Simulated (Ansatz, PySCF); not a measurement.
Process, species as SMILES: FB(F)[SiH3] → FB(F)[SiH2] + H atom (the H-Si bond at the site shown breaks; other sites are not compared here)
Structures are relaxed separately at B3LYP-D3(BJ)/def2-TZVP in Ansatz (an electronic-structure program), one conformer each, not searched for the lowest.

Wanted: bond dissociation energy (0 K, with B3LYP-D3(BJ) harmonic zero-point energies from PySCF), in kJ/mol. Correlated levels leave the core frozen unless marked. Open shells are spin-unrestricted. No spin-orbit coupling. Non-relativistic. CBS marks a two-point X^-3 extrapolation of the correlation energy; Hartree-Fock from the larger set.

```csv
level,program,bond dissociation energy (kJ/mol)
PBE-D4/def2-TZVPD,Ansatz + dftd4,333.5
PBE0-D3(BJ)/def2-TZVPD,Ansatz + dftd3,338.3
PBE0/def2-TZVPD,Ansatz,337.5
BHLYP-D4/def2-TZVPD,Ansatz + dftd4,___
HSE06-D3(BJ)/def2-TZVPD,Ansatz + dftd3,338.1
wB97M-V/def2-TZVPD,Ansatz,359.4
CCSD/aug-cc-pV(T+d)Z,Ansatz,___
CCSD/aug-cc-pV(Q+d)Z,Ansatz,___
"CCSD(T)/CBS(aug-cc-pV(T+d)Z,aug-cc-pV(Q+d)Z)",Ansatz,___
```

Question: What belongs in the gaps?

Answer: 
- BHLYP-D4/def2-TZVPD, bond dissociation energy (kJ/mol): 355.1
- CCSD/aug-cc-pV(T+d)Z, bond dissociation energy (kJ/mol): 355.4
- CCSD/aug-cc-pV(Q+d)Z, bond dissociation energy (kJ/mol): 358.5
- CCSD(T)/CBS(aug-cc-pV(T+d)Z,aug-cc-pV(Q+d)Z), bond dissociation energy (kJ/mol): 360.4
